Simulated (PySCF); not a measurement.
Computed properties of Si(H)2(Me)2 (C2H8Si), SMILES C[SiH2]C

C₂H₈Si, SMILES C[SiH2]C. The structure is a stationary point at B3LYP-D3(BJ)/def2-SVP. The isomer is the one that the SMILES or the coordinates give; other isomers of the formula were not compared. One conformer was computed; it need not be the lowest. All values are computed for the isolated molecule unless a solvent is named; none is compared with measurement here.

**Structure.** The optimised structure has C2v symmetry. All 27 harmonic modes at B3LYP-D3(BJ)/def2-SVP (PySCF) are real, so it is a minimum. With heavy atoms numbered as in [SiH2:1]([CH3:2])[CH3:3], the shortest bond between them is Si1–C2 at 1.887 Å and the longest Si1–C3 at 1.887 Å.

**Vibrations.** The strongest infrared lines (harmonic, unscaled, degenerate partners summed) lie at 926 cm⁻¹ (240 km/mol, H 79 %, Si 14 %), 2196 cm⁻¹ (163 km/mol, H 96 %), 2201 cm⁻¹ (119 km/mol, H 98 %). The softest mode is at 160 cm⁻¹ and the zero-point energy is 56.2 kcal/mol.

**Electronic structure.** B3LYP/def2-TZVPD (PySCF) places the frontier levels at -8.57 and 0.06 eV, a gap of 8.63 eV, and gives a dipole moment of 0.73 D and a mean polarisability of 56.0 bohr³.

**Excitations.** TDDFT-B3LYP/def2-SVPD (PySCF) has S1 at 7.95 eV (156 nm, f = 0.051, bright); the most intense of the 10 singlets computed lies at 9.02 eV (f = 0.19). T1 (TDA) is at 7.74 eV. No vertical singlet excitation falls in the visible range (under 3.1 eV).

**NMR.** GIAO shifts at KT2/pcSseg-1 (PySCF) (non-relativistic, atoms alike by connectivity averaged): ¹³C at -3.4 ppm against TMS; ¹H from 0.5 to 4.4 ppm against TMS; ²⁹Si at -40.7 ppm against TMS.
